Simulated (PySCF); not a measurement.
F2H2OSSi, SMILES O[Si](F)(F)S. Geometry: PBE0-D3(BJ)/def2-SVP. One conformer was computed; it need not be the lowest.

Computed equilibrium geometry at PBE0-D3(BJ)/def2-SVP (PySCF confirms it by a frequency run) as a Z-matrix (one conformer of several):
```
Si
F 1 1.6060
F 1 1.6112 2 104.68
O 1 1.6333 2 112.71 3 -117.43
H 4 0.9630 1 117.68 2 79.46
S 1 2.0996 2 107.68 3 121.49
H 6 1.3516 1 91.84 2 159.85
```
